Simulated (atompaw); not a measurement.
# Which change was made? (Gd, PAW (atompaw))

gadolinium, PAW, made with atompaw 4.2.0.5 (PBE, scalar-relativistic). Core [Kr] 4d10, reference 4f7 5s2 5p6 5d1 6s2 6p0. Waves: 5s (bound); 6s (bound); 5p (bound); 6p (bound, empty); 5d (bound); 5d channel at 1.2 Ry; 4f (bound); 4f channel at -0.1 Ry. Local part: troulliermartins scheme with l = 4 at 1 Ry, radius 2.20 bohr. Core correction: smooth core density matched at 1.85 bohr. Augmentation charge: sinc compensation charge, radius 1.95 bohr; PAW radius 2.60 bohr; waves and projectors: bloechl.

Cutoffs, loose and tight: the cutoffs (Ry, on a coarse ladder) from which the occupation-weighted sum of valence levels, in a spherical-Bessel basis at the reference potential, stays within 10 and 1 mRy of its value at 400 Ry. They see the waves, projectors and local potential, not the compensation charge or the core.

The base gives: outcome: generated; cutoff, loose: 45 Ry; cutoff, tight: 55 Ry; bound ghosts: none.

Q: After one change the result is: outcome: generated; cutoff, loose: 60 Ry; cutoff, tight: 70 Ry; bound ghosts: none. Which change was it?
A. all radii scaled by about 0.76 (s 1.84, p 1.60, d 1.98, f 0.58 bohr); local potential troulliermartins scheme with l = 4 at 1 Ry, radius 1.68 bohr; augmentation sinc compensation charge, radius 1.50 bohr; PAW radius 1.98 bohr; waves and projectors: bloechl; core correction smooth core density matched at 1.42 bohr
B. all radii scaled by about 0.88 (s 2.10, p 1.84, d 2.28, f 0.66 bohr); local potential troulliermartins scheme with l = 4 at 1 Ry, radius 1.92 bohr; augmentation sinc compensation charge, radius 1.70 bohr; PAW radius 2.28 bohr; waves and projectors: bloechl; core correction smooth core density matched at 1.62 bohr
C. all radii scaled by about 1.29 (s 3.10, p 2.70, d 3.34, f 0.96 bohr); local potential troulliermartins scheme with l = 4 at 1 Ry, radius 2.84 bohr; augmentation sinc compensation charge, radius 2.52 bohr; PAW radius 3.34 bohr; waves and projectors: bloechl; core correction smooth core density matched at 2.38 bohr
D. all radii scaled by about 1.15 (s 2.78, p 2.42, d 3.00, f 0.86 bohr); local potential troulliermartins scheme with l = 4 at 1 Ry, radius 2.54 bohr; augmentation sinc compensation charge, radius 2.26 bohr; PAW radius 3.00 bohr; waves and projectors: bloechl; core correction smooth core density matched at 2.14 bohr

A: B. The others give: all radii scaled by about 1.29 (s 3.10, p 2.70, d 3.34, f 0.96 bohr); local potential troulliermartins scheme with l = 4 at 1 Ry, radius 2.84 bohr; augmentation sinc compensation charge, radius 2.52 bohr; PAW radius 3.34 bohr; waves and projectors: bloechl; core correction smooth core density matched at 2.38 bohr → outcome: generated; cutoff, loose: 25 Ry; cutoff, tight: 35 Ry; bound ghosts: none | all radii scaled by about 0.76 (s 1.84, p 1.60, d 1.98, f 0.58 bohr); local potential troulliermartins scheme with l = 4 at 1 Ry, radius 1.68 bohr; augmentation sinc compensation charge, radius 1.50 bohr; PAW radius 1.98 bohr; waves and projectors: bloechl; core correction smooth core density matched at 1.42 bohr → outcome: generated; cutoff, loose: 80 Ry; cutoff, tight: 90 Ry; bound ghosts: none | all radii scaled by about 1.15 (s 2.78, p 2.42, d 3.00, f 0.86 bohr); local potential troulliermartins scheme with l = 4 at 1 Ry, radius 2.54 bohr; augmentation sinc compensation charge, radius 2.26 bohr; PAW radius 3.00 bohr; waves and projectors: bloechl; core correction smooth core density matched at 2.14 bohr → outcome: generated; cutoff, loose: 35 Ry; cutoff, tight: 40 Ry; bound ghosts: none.
